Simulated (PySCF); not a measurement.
A species of formula C3H10OSi has this rotational fingerprint, computed with PBE0-D3(BJ)/def2-SVP geometry optimisation, gas phase in PySCF:

* Rotational constants: A = 3341, B = 3303, C = 3117 MHz
* Dipole components: |μa| = 1.34 D, |μb| = 0.05 D, |μc| = 0.29 D
* Inertial defect: -142.10 u·Å²
* κ: 0.66

Question: Which candidate fits, each taken in the one conformer that was computed?
A. `[Si](O)(C)(C)C`
B. `[CH3:1][CH2:2][O:3][SiH2:4][CH3:5]` with C1–C2–O3–Si4 180°, C2–O3–Si4–C5 180°
C. SiH3(OiPr) (`[H][Si]([H])([H])OC(C)C`)
D. `[CH3:1][SiH2:2][CH2:3][CH2:4][OH:5]` with C1–Si2–C3–C4 -166°, Si2–C3–C4–O5 -46°, C3–C4–O5–H -60°

Answer: A. It is C[Si](C)(C)O, an asymmetric top, point group Cs. The candidates at the same level (rigid rotor, commonest isotopes):

| SMILES | A (MHz) | B (MHz) | C (MHz) | μa (D) | μb (D) | μc (D) | Δ (u·Å²) | point group | rotor |
| --- | --- | --- | --- | --- | --- | --- | --- | --- | --- |
| CCO[SiH2]C | 11465 | 1716 | 1564 | 0.08 | 0.22 | 0.00 | -15.49 | Cs | near-prolate asymmetric top |
| C[SiH2]CCO | 9523 | 1839 | 1657 | 0.51 | 1.71 | 1.20 | -22.93 | C1 | near-prolate asymmetric top |
| C[Si](C)(C)O | 3341 | 3303 | 3117 | 1.34 | 0.05 | 0.29 | -142.10 | Cs | asymmetric top |
| [H][Si]([H])([H])OC(C)C | 7395 | 2276 | 1885 | 0.70 | 0.65 | 0.65 | -22.25 | C1 | asymmetric top |

`CCO[SiH2]C` has A 243 % too high; `C[SiH2]CCO` has A 185 % too high; `[H][Si]([H])([H])OC(C)C` has A 121 % too high. No structure here is proved a minimum.
